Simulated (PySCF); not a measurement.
Computed with B3LYP-D3(BJ)/def2-TZVP in PySCF. Gas-phase values, no solvent. B3LYP has the VWN-RPA correlation part, as in Gaussian. Excitations are Tamm–Dancoff values on a coarser integration grid. The basis has no diffuse functions, so Rydberg states are missing or too high.

Reference species (SMILES): `C#CN=C=C` (neutral, multiplicity 1).

```yaml
S1 oscillator strength: 0.000
S1 excitation (TDA): 3.75 eV
T1 excitation (TDA): 3.42 eV
```

Changed species: `N#CC1C=C1`.

Problem. Predict the effect on the S1 oscillator strength, S1 excitation (TDA) and T1 excitation (TDA).

Solution. the S1 oscillator strength rises by 0.014, to 0.014; the S1 excitation (TDA) rises by 2.32 eV, to 6.07 eV; the T1 excitation (TDA) rises by 1.07 eV, to 4.49 eV.
